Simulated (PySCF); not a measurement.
BrH₃MgOSi. Atoms are numbered in the order given.

```xyz
7

Mg     0.0000     0.0000    -0.1073
Br     0.0000     0.0000     2.2361
O      0.0000     0.0000    -1.8982
Si     0.0000     0.0000    -3.5392
H      1.2099    -0.6985    -4.0809
H      0.0000     1.3970    -4.0809
H     -1.2099    -0.6985    -4.0809
```
Charge 0, spin multiplicity 1.

The structure is a stationary point at r2SCAN-D4/def2-SVP. The structure was generated by enumeration; whether it is a known compound was not checked. Other conformers were not sampled.

Level of theory: PBE/def2-TZVP (PySCF).

ESP charges are fitted to the potential on shells at 1.4 to 2.0 van der Waals radii. Atomic charges (e):

```csv
atom,ESP fit,Mulliken,IAO
Mg1,0.77,0.93,1.60
Br2,-0.37,-0.41,-0.75
O3,-0.37,-0.59,-1.20
Si4,0.14,0.23,0.82
H5,-0.05,-0.05,-0.16
H6,-0.05,-0.05,-0.16
H7,-0.05,-0.05,-0.16
```
